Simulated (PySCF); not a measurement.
## A thermochemical cycle for BeI

PBE in PySCF with x2c-SVPall on every atom, spin-free X2C, for the lowest determinant that a PBE0 search found; no spin–orbit coupling. BeI, a doublet (σ ↑), has De = 2.94 eV to neutral atoms, and BeI⁺, a singlet (closed shell), has De = 3.63 eV to Be⁺ + I.

At the same level the Be atom ionises at 8.97 eV.

What is the adiabatic ionisation energy of the molecule, and does ionisation strengthen or weaken the bond?

IE = IE(Be) + De(neutral) − De(ion) = 8.97 + 2.94 − 3.63 = 8.28 eV. De changes by +0.69 eV, so ionisation strengthens the bond.

Spin–orbit coupling is left out, which matters for elements this heavy, above all for dissociation energies. For an ion De counts to the pair picked by the measured ionisation energies or electron affinities, which need not be the lowest pair at this level. States were picked by a PBE0 search and need not be the measured ground states.
